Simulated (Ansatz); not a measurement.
Relaxation of CH5AlOSi (9 atoms, charge 0, multiplicity 1), to a largest force component of 0.015 eV/Å in at most 40 steps.

Theory: Ansatz 0.2.0, RKS PBE-D4/STO-3G.

```xyz
9
Properties=species:S:1:pos:R:3
Al -0.880 1.383 -1.005
Si 0.784 0.099 -0.088
C 2.071 1.009 0.855
O 1.023 0.514 1.573
H -1.249 1.329 -2.595
H -1.773 2.425 -0.082
H 0.841 -1.398 -0.155
H 2.129 2.045 0.714
H 3.035 0.403 1.081
```

Q: Where does it end, and by what steps?

A: The forces met the threshold. The force dipped under the threshold on the way, but the program's further checks kept it going. Limits of this set-up: minimal basis. After 13 steps the energy has fallen by 1.062 eV; H5 moved furthest, 0.74 Å.

| step | energy less start (eV) | largest force component (eV/Å) | accepted |
| --- | --- | --- | --- |
| 0 | 0.0000 | 4.188 | yes |
| 1 | -0.8857 | 1.633 | yes |
| 2 | -1.0113 | 0.321 | yes |
| 3 | -1.0269 | 0.457 | yes |
| 4 | -1.0408 | 0.182 | yes |
| 5 | -1.0548 | 0.043 | yes |
| 6 | -1.0432 | 0.231 | no |
| 7 | -1.0587 | 0.075 | yes |
| 8 | -1.0609 | 0.050 | yes |
| 9 | -1.0588 | 0.150 | no |
| 10 | -1.0613 | 0.014 | yes |
| 11 | -1.0615 | 0.018 | yes |
| 12 | -1.0614 | 0.032 | no |
| 13 | -1.0615 | 0.003 | yes |

```xyz
9
Properties=species:S:1:pos:R:3
Al -0.968 1.406 -1.050
Si 0.703 0.190 -0.072
C 2.051 0.948 0.932
O 0.952 0.294 1.694
H -1.687 0.841 -2.257
H -1.330 2.765 -0.494
H 1.079 -1.147 -0.546
H 2.133 2.051 1.067
H 3.048 0.460 1.024
```

Whether the end is a true minimum wasn't checked by a vibrational analysis.

Run time: 26 s on 1 thread of Arm Neoverse V2, on a shared host, peak memory 0.2 GiB.
